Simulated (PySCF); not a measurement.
Computed properties of In(Cl)(vinyl)(OH) (C₂H₄ClInO), SMILES C=[CH][In]([OH])[Cl]

In(Cl)(vinyl)(OH) (C₂H₄ClInO), SMILES C=[CH][In]([OH])[Cl]. Geometry: B3LYP-D3(BJ)/def2-SVP. The structure was generated by enumeration; whether it is a known compound was not checked. The def2 effective core potentials stand for the cores of In; spin–orbit coupling is left out. Other conformers were not sampled. All values are computed for the isolated molecule unless a solvent is named; none is compared with measurement here.

**Structure.** The optimised structure has Cs symmetry. All 21 harmonic modes at B3LYP-D3(BJ)/def2-SVP (PySCF) are real, so it is a minimum. With heavy atoms numbered as in [In:1]([Cl:2])([CH:3]=[CH2:4])[OH:8], the shortest bond between them is C3–C4 at 1.338 Å and the longest In1–Cl2 at 2.375 Å.

**Vibrations.** The strongest infrared lines (harmonic, unscaled, degenerate partners summed) lie at 314 cm⁻¹ (109 km/mol, H 92 %), 807 cm⁻¹ (86 km/mol, H 93 %), 603 cm⁻¹ (74 km/mol, O 82 %, In 14 %). The softest mode is at 52 cm⁻¹ and the zero-point energy is 34.7 kcal/mol.

**Electronic structure.** M06-2X/def2-TZVP (PySCF) places the frontier levels at -9.65 and -1.10 eV, a gap of 8.55 eV, and gives a dipole moment of 2.48 D and a mean polarisability of 73.4 bohr³. PBE/def2-TZVP (PySCF) at the same geometry gives -6.93 and -2.49 eV, so its gap is 4.11 eV narrower. An orbital gap is neither the optical nor the fundamental gap.

**Excitations.** TDA-ωB97X/def2-SVPD (PySCF) has S1 at 5.83 eV (213 nm, f = 0.003, weak); the most intense of the 10 singlets computed lies at 7.10 eV (f = 0.49). T1 (TDA) is at 4.26 eV, 1.57 eV under S1. TDA-PBE/def2-SVPD (PySCF) puts S1 at 4.60 eV. No vertical singlet excitation falls in the visible range (under 3.1 eV).
